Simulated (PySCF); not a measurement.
# Quadrupole coupling of 2-fluoropyridine: levels of theory against gas-phase measurements

Values to reproduce (atoms as numbered below): 14N at N7: χzz = -4.477 MHz [1].
[1] measured, gas; W. C. Bailey, Calculation of NQCC in Gaseous State Molecules (compilation of microwave values)

2-fluoropyridine, C5H4FN.
Atom-mapped SMILES: `[F:1][c:2]1[cH:3][cH:4][cH:5][cH:6][n:7]1` (hydrogens: H8 on C3; H9 on C4; H10 on C5; H11 on C6)

Cartesian coordinates in Å at the PBE0-D3(BJ)/def2-TZVP level; atoms count from 1:
```
atom  x, y, z in Å
F1    -1.549   -0.906    2.056
C2    -0.734   -0.528    1.073
C3    -1.120    0.539    0.276
C4    -0.251    0.906   -0.733
C5     0.936    0.201   -0.895
C6     1.198   -0.845   -0.029
N7     0.371   -1.210    0.950
H8    -2.059    1.046    0.453
H9    -0.497    1.733   -1.389
H10    1.641    0.458   -1.674
H11    2.112   -1.423   -0.117
```

Question: How do the computed couplings compare?

Answer: PySCF, non-relativistic, all at one geometry, with Q(14N) = 0.02044 b:

| level | functions | 14N N7 (MHz) | computed/reference − 1 (%) |
| --- | --- | --- | --- |
| B3LYP/pcJ-2 | 453 | -4.863 | +8.6 |
| B97-2/pcJ-2 | 453 | -4.738 | +5.8 |
| PBE0/pcSseg-2 | 308 | -4.856 | +8.5 |
| PBE0/pcJ-2 | 453 | -4.738 | +5.8 |

Closest here is B97-2/pcJ-2 (5.8 % unsigned error), furthest B3LYP/pcJ-2 (8.6 %); one molecule doesn't rank methods. Computed values are for fixed nuclei, while measured ones can include vibrational averaging. Isolated species at its PBE0-D3(BJ)/def2-TZVP geometry, gas phase.
